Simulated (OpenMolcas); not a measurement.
**Mo²⁺: terms and fine structure**

```
Program             : OpenMolcas 26.06
Method              : CASSCF
Basis               : ANO-RCC-VTZP [7s6p4d2f1g]
Scalar Hamiltonian  : DKH2, point nucleus
Active space        : 4 electrons in 5 orbitals (4d)
State averaging     : 2S+1 = 5 even, 5 roots; 2S+1 = 3 even, 45 roots; 2S+1 = 1 even, 50 roots
Spin-orbit coupling : state interaction with AMFI integrals over the reference wave functions, term energies averaged over their components
```

Spin-free terms above the lowest, with the occupations of the reference:

| Configuration | Term | E (eV) | Occupations |
| --- | --- | --- | --- |
| 4d4 | 5D | 0.0000 | 4d 4.00 |
| 4d4 | 3H | 1.8992 | 4d 4.00 |
| 4d4 | 3P(1) | 2.1334 | 4d 4.00 |
| 4d4 | 3F(1) | 2.1808 | 4d 4.00 |
| 4d4 | 3G | 2.3706 | 4d 4.00 |
| 4d4 | 1I | 2.8430 | 4d 4.00 |
| 4d4 | 1G(1) | 3.0111 | 4d 4.00 |
| 4d4 | 3D | 3.0305 | 4d 4.00 |
| 4d4 | 1S(1) | 3.4940 | 4d 4.00 |
| 4d4 | 1D(1) | 3.7041 | 4d 4.00 |
| 4d4 | 1F | 4.2473 | 4d 4.00 |
| 4d4 | 3F(2) | 5.0054 | 4d 4.00 |
| 4d4 | 3P(2) | 5.0528 | 4d 4.00 |
| 4d4 | 1G(2) | 5.6628 | 4d 4.00 |
| 4d4 | 1D(2) | 7.5911 | 4d 4.00 |
| 4d4 | 1S(2) | 9.8477 | 4d 4.00 |

With spin-orbit coupling, above the lowest level:

| Configuration | Term | J | E (eV) | Measured (eV) | g | Term weight % |
| --- | --- | --- | --- | --- | --- | --- |
| 4d4 | 5D | 0 | 0.0000 | 0.0000 |  | 99 |
| 4d4 | 5D | 1 | 0.0269 | 0.0300 | 1.501 | 99 |
| 4d4 | 5D | 2 | 0.0766 | 0.0829 | 1.501 | 100 |
| 4d4 | 5D | 3 | 0.1439 | 0.1518 | 1.500 | 100 |
| 4d4 | 5D | 4 | 0.2249 | 0.2321 | 1.500 | 99 |
| 4d4 | 3H | 4 | 1.9628 | 1.5721 | 0.815 | 94 |
| 4d4 | 3P(1) | 0 | 2.0146 | 1.3823 |  | 97 |
| 4d4 | 3H | 5 | 2.0227 | 1.6460 | 1.039 | 97 |
| 4d4 | 3H | 6 | 2.0813 | 1.7124 | 1.165 | 99 |
| 4d4 | 3P(1) | 1 | 2.1660 | 1.5511 | 1.496 | 99 |
| 4d4 | 3F(1) | 3 | 2.2734 | 1.7294 | 1.008 | 77 |
| 4d4 | 3F(1) | 2 | 2.2836 | 1.7269 | 0.670 | 99 |
| 4d4 | 3F(1) | 4 | 2.3026 | 1.7725 | 1.205 | 80 |
| 4d4 | 3P(1) | 2 | 2.4005 | 1.7801 | 1.495 | 98 |
| 4d4 | 3G | 3 | 2.5051 | 1.9678 | 0.827 | 77 |
| 4d4 | 3G | 4 | 2.5555 | 2.0188 | 1.076 | 81 |
| 4d4 | 3G | 5 | 2.5923 | 2.0723 | 1.195 | 97 |
| 4d4 | 1I | 6 | 3.0062 | 2.5157 | 1.002 | 99 |
| 4d4 | 3D | 3 | 3.1593 | 2.4162 | 1.331 | 99 |
| 4d4 | 3D | 2 | 3.1777 | 2.4272 | 1.166 | 95 |
| 4d4 | 3D | 1 | 3.2082 |  | 0.505 | 99 |
| 4d4 | 1G(1) | 4 | 3.2111 | 2.5555 | 1.006 | 94 |
| 4d4 | 1S(1) | 0 | 3.6743 | 2.8504 |  | 97 |
| 4d4 | 1D(1) | 2 | 3.8792 | 2.8276 | 1.005 | 96 |
| 4d4 | 1F | 3 | 4.3915 |  | 1.003 | 97 |
| 4d4 | 3P(2) | 2 | 5.1295 |  | 1.495 | 99 |
| 4d4 | 3F(2) | 4 | 5.1502 |  | 1.248 | 99 |
| 4d4 | 3F(2) | 2 | 5.1704 |  | 0.671 | 99 |
| 4d4 | 3F(2) | 3 | 5.1832 |  | 1.082 | 98 |
| 4d4 | 3P(2) | 1 | 5.2907 |  | 1.500 | 100 |
| 4d4 | 3P(2) | 0 | 5.3738 |  |  | 99 |
| 4d4 | 1G(2) | 4 | 5.8255 | 4.4838 | 1.003 | 99 |
| 4d4 | 1D(2) | 2 | 7.7468 |  | 1.000 | 100 |
| 4d4 | 1S(2) | 0 | 10.0056 |  |  | 100 |

Against the 23 measured excited levels shown (Sugar and Musgrove, J. Phys. Chem. Ref. Data 17, 155 (1988)) the mean absolute deviation is 4200 cm-1; the largest miss in energy is 4d4 1G4(2): computed 5.8255, measured 4.4838 eV (+29.9 %), and the largest in proportion 4d4 3P0(1) (+45.7 %).

Spin-orbit coupling puts the lowest level 0.1512 eV below the lowest spin-free term.

A least-squares Racah fit to the terms below 60000 cm-1, each weighted by 2L + 1 and with a free common offset, gives B = 757 cm-1 and C = 3042 cm-1 (C/B = 4.02), with an rms deviation of 49 cm-1.

For 5D the intervals divided by the larger J are 217.1, 200.2, 181.1, 163.3 cm-1. Landé's interval rule makes them equal in pure LS coupling; they differ by 28 % of their mean. The multiplet is regular.

Levels of configurations with an s electron are missing; early in the row they begin among the upper levels of the d shell and mix with terms of their name. Without dynamic correlation excited terms often stand tens of per cent too high (terms of higher spin than the ground term too low), and those without a measured partner can miss by more than the paired ones. Some levels mix across a computed gap that differs much from the measured one, so their mixing is not that of the real levels. Computed and measured levels are paired by configuration, term and J; levels that our copy of the source lacks, or whose pairing is in doubt (as where it misses far off the trend of its configuration), stay unpaired and out of the deviations. Only configurations of the active space appear.

The RASSCF and RASSI steps took 27 s on 1 thread of Arm Neoverse V1, with other jobs on the host; the integral step is not counted.

The term weight is that of the spin-free term in the level, not the purity of its configuration. A number in round brackets counts repeated terms of one configuration in the order of the reference energies.
